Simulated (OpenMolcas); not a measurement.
Ir3+: ligand-field states by method

Ir3+ with 4 ligands (chloride) in tetrahedral coordination (Td) at 2.31 Å. A charge of +0.25 e stands 3.2 Å behind each ligand. Ligand basis ANO-RCC-VDZP.
```
Ir    0.0000    0.0000    0.0000
Cl    1.3337    1.3337    1.3337
Cl    1.3337   -1.3337   -1.3337
Cl   -1.3337    1.3337   -1.3337
Cl   -1.3337   -1.3337    1.3337
```

```yaml
Program: OpenMolcas 26.06
Basis: ANO-RCC-VDZP [7s6p4d2f]
Scalar_Hamiltonian: DKH2, point nucleus
Active_space: 6 electrons in 5 orbitals (5d)
State_averaging: 2S+1 = 5 even, 5 roots; 2S+1 = 3 even, 45 roots; 2S+1 = 1 even, 50 roots
Spin-orbit_coupling: RASSI with atomic mean-field integrals over the reference wave functions
```

I. CASSCF
II. SS-CASPT2, IPEA 0.25 Eh, imaginary shift 0.1 Eh (the 44 lowest orbitals frozen, all others correlated)

Spin-free states (labels of Td) in cm-1, each column counted from its own energy of the first state listed:

```tsv
State	Degeneracy	I	II
5E	2	0	0
3T1	3	5216	-480
5T2	3	8685	9230
1E	2	10903	2290
```

II puts a state of multiplicity 3 lowest, 480 cm-1 below that state.

From I to II, I's first state of the same spin (5T2) moves from 8685 to 9230 cm-1, by about +550 cm-1.

From I to II, I's first state of another spin (3T1) moves from 5216 to -480 cm-1, by about -5700 cm-1.

χT at 300 K: I 2.63, II 1.49 cm3 K/mol.

The states above are spin-free; spin-orbit coupling is strong here and shifts and splits them by thousands of cm-1.

Roots that are degenerate in the reference are averaged as groups; the widest CASPT2 spread within a group is 600 cm-1 (the 3-fold group of multiplicity 3 near 34200 cm-1 above the lowest state of its run, II). Shifts and gaps below about the spread of the groups concerned are not significant. Over all roots computed the reference weight is 0.67 to 0.71 in II; a low but even weight reflects the number of correlated electrons. The least metal-like active orbital is 74 % on the metal (Löwdin) and no ligand orbital is active, so the numbers are rough. Ligand-to-metal charge-transfer states are missing. With no ligand orbital active B as a rule stays too high, so bands that hang on it stand too high and its fall with covalency is understated. Spin-orbit coupling mixes the spin-free states strongly: the lowest level takes only 68 % from its leading state, 5E (figures for I; the like holds for II). An orbital doublet at a regular site is open to a Jahn-Teller distortion, which this geometry leaves out (holds for I). Without dynamic correlation the repulsion within the d shell is too large (B by tens of per cent), so at a given field states of lower spin stand too high (holds for I). This shell can be high or low spin here, a state of another spin lies low, and with metal d orbitals alone active their balance is uncertain, so the ground spin may be wrong (holds for I). With metal d orbitals alone the field can be off either way by tens of per cent (holds for I). This shell can be high or low spin here, a state of another spin lies low, and with metal d orbitals alone active their balance is uncertain, so the ground spin may be wrong, although the usual error favours high spin (holds for II). With one d shell and no ligand orbital active, 10Dq can be off by a tenth or more (holds for II). No measured value stands beside these numbers; the geometry was imposed, not optimised, and the real ion may take another.
